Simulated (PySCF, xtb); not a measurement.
CH₄Se₂, SMILES C[Se][SeH].

Coordinates come from a B3LYP-D3(BJ)/def2-SVP optimisation. Other conformers were not sampled.

Calculation: C-PCM-B3LYP/def2-SVP (PySCF).

The values are the electrostatic part of the solvation free energy, E(continuum) − E(gas) at the gas-phase geometry, in a cavity of scaled van der Waals radii (PySCF's table); cavitation and dispersion terms are not included. In vacuum the orbital gap is 4.81 eV. The dipole moment in vacuum is 1.48 D.

```json
[
 {"solvent": "water", "ε": "78.36", "ΔG(elec) (kcal/mol)": "-2.7", "dipole (D)": "2.01", "gap (eV)": "4.88"},
 {"solvent": "tetrahydrofuran", "ε": "7.43", "ΔG(elec) (kcal/mol)": "-2.3", "dipole (D)": "1.92", "gap (eV)": "4.87"},
 {"solvent": "acetone", "ε": "20.49", "ΔG(elec) (kcal/mol)": "-2.6", "dipole (D)": "1.98", "gap (eV)": "4.88"}
]
```

For comparison, GFN2-xTB/ALPB(water) (xtb, at the GFN2-xTB geometry, all terms of that model) gives -1.3 kcal/mol.
